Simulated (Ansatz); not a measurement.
Consider the redistribution: `[AlH2][InH][Cl]` + `[CH3][AlH][SiH2]C` → `C[SiH2][AlH][AlH2]` + `[CH3][InH][Cl]`.

Program: Ansatz. Geometries: PBE0-D4/def2-TZVP. ΔE: electronic, gas phase. CBS: MP2 limit from def2 TZ/QZ plus the TZ coupled-cluster correction, frozen cores. Functionals use def2-TZVPP. def2 core potentials past Kr. For In outer-core shells are correlated without core-valence functions, which leaves a few kJ/mol of doubt a bond. Each species was taken in one conformer, which may not be the lowest.

```
             level  ΔE (kcal/mol)
            revPBE           12.9
            r2SCAN           14.6
           r2SCANh           14.7
         CAM-B3LYP           15.2
RPA@PBE/def2-TZVPP           11.9
  CCSD(T)/def2-SVP           13.8
SCS-MP2/def2-QZVPP           14.3
     MP2/CBS(def2)           15.0
```

What does CCSD(T)/CBS give? (Best estimate.)

Ansatz gave: +13.5 kcal/mol. The listed levels differ from it by -0.6, 1.1, 1.2, 1.7, -1.6, 0.3, 0.8, 1.5 kcal/mol.

What do rigid-rotor, harmonic-oscillator terms from PBE0-D4/def2-TZVP frequencies (298.15 K, 1 bar) make of the CCSD(T)/CBS value? (Estimate.)

Ansatz gave: ΔZPE = +0.1 kcal/mol, ΔH = +13.5 kcal/mol, ΔS = -4 J/(mol·K), ΔG = +13.8 kcal/mol. Modes under 50 cm⁻¹ make the entropy rough.

Largest T1 diagnostic among the species: 0.014.

Leaving LDA and LC-ωPBE aside and taking each functional with its dispersion term where it has one, the values, not all of them listed here, spread over 3.1 kcal/mol, from revPBE-D4 to ωB97M-V.
